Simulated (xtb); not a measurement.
C2H9FSi3, SMILES F[C@H]1C[SiH2][Si@@H]1[SiH3]. All values are semi-empirical tight-binding results from xtb (GFN2-xTB unless named), good for trends rather than for accurate numbers. Coordinates come from a GFN2-xTB optimisation. The structure was generated by enumeration; whether it is a known compound was not checked.

Computed properties:
```
Property                                        Value
--------------------------------------  -------------
orbital gap                                   3.33 eV
dipole moment                                  2.87 D
zero-point energy                       59.0 kcal/mol
G − E(el) at 298.15 K (modified RRHO)   36.8 kcal/mol
static polarisability (D4 model)          105.7 bohr³
solvation energy, GFN2-xTB/ALPB(water)  -3.4 kcal/mol
solvation energy, GFN2-xTB/ALPB(ether)  -6.2 kcal/mol
```
